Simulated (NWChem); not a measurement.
# GeSiH4OF2; SMILES F[SiH](F)[O][GeH3]

```xyz
9

Si     0.0021    -1.5162    -0.4280
F     -1.2806    -1.8655     0.4687
F      1.2727    -1.8773     0.4810
O      0.0111     0.0510    -0.8400
Ge     0.0038     1.6068     0.0912
H      0.0043    -2.3508    -1.6357
H     -1.2789     1.6536     0.9512
H      0.0085     2.7022    -0.9924
H      1.2762     1.6561     0.9660
```
Atoms are numbered in this order, from 1.

Results from NWChem. All runs use the structure optimised with B3LYP/6-31G* (spherical d). GIAO values for the isolated, static molecule; σ is the absolute isotropic shielding, δ = σ(reference) − σ with the isolated reference molecule computed at the same levels (19F: trichlorofluoromethane, 1H: tetramethylsilane, 17O: water, 29Si: tetramethylsilane).

For level KT2/pcSseg-1:

```
Quantity                  Value
-----------------------  ------
δ Si1 (ppm)               -59.4
δ F2 (ppm)               -172.2
δ F3 (ppm)               -172.1
δ O4 (ppm)                 48.8
δ H6 (ppm)                 4.71
δ H7 (rotor mean) (ppm)    5.73
```

Problem. Estimate the same quantities for level PBE0/pcSseg-1.

Solution. The δ Si1 (ppm) is -63.0. The δ F2 (ppm) comes out as -150.0. The δ F3 (ppm) comes out as -149.9. The δ O4 (ppm) comes out as 40.6 and the δ H6 (ppm) comes out as 4.50. The δ H7 (rotor mean) (ppm) is 5.61.
